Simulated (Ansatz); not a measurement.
Ansatz (a first-principles code) job for C₂H₅BClN, SMILES B(N)(C=C)Cl, CAM-B3LYP/def2-SVPD. Coordinates come from a PBE0-D3(BJ)/def2-SVP optimisation. This is a generated structure with no PubChem entry under its InChIKey; it may be hypothetical. Other conformers were not sampled.

Ansatz 0.2 input:
```yaml
crystal:
  periodic: [false, false, false]
  atoms:
    - {symbol: B, position_ang: [-0.09533701, 0.23836020, 0.05581285]}
    - {symbol: Cl, position_ang: [1.30706048, 0.14567141, 1.15617396]}
    - {symbol: C, position_ang: [-0.11786305, -0.66629076, -1.21532946]}
    - {symbol: C, position_ang: [-1.24369668, -1.12467286, -1.77771683]}
    - {symbol: H, position_ang: [0.83925430, -0.98611134, -1.64487010]}
    - {symbol: H, position_ang: [-1.23816331, -1.78383739, -2.65227205]}
    - {symbol: H, position_ang: [-2.23264248, -0.87682783, -1.37403436]}
    - {symbol: N, position_ang: [-1.12741888, 1.11320556, 0.38422950]}
    - {symbol: H, position_ang: [-1.12752669, 1.67051333, 1.22795120]}
    - {symbol: H, position_ang: [-1.92297443, 1.26139088, -0.22212485]}
basis:
  gaussian:
    orbitals: def2-SVPD
hamiltonian:
  xc: {name: CAM-B3LYP}
```

Log of the run:

```
WARN ansatz: RAYON_NUM_THREADS=1 ignored (pool sized by the plan → 1); use --threads N
Functional definition: CAM-B3LYP
integrals: 0.09 GiB planned
1268 factors; their error is unknown
integrals: 0.12 GiB planned
513 factors; integrals over basis functions are off by at most 1.8e-5 eV
mean field: 0.84 GiB planned
mean field evaluation 1: about -16832.0491 eV, gradient 5.2e1 eV
mean field evaluation 2: about -16831.9275 eV, gradient 5.3e1 eV
mean field evaluation 4: about -16837.9161 eV, gradient 1.7e0 eV
mean field evaluation 8: about -16837.9240 eV, gradient 8.8e-2 eV
mean field evaluation 16: about -16837.9526 eV, gradient 6.0e-5 eV
mean field -16837.95260293 eV, -618.7833449835 hartree, gradient 6.0e-5 eV, S^2 0.000000; 0 other end points of the search recorded, 0 dependent functions left out
reference -16837.95273509 eV, -618.7833498402 hartree; 23, 23 occupied and 124, 124 virtual orbitals, 1268 factors
Total energy: -16837.95273509 eV, -618.7833498402 hartree
```

The run converged.

Cost: very roughly 5 core-seconds.
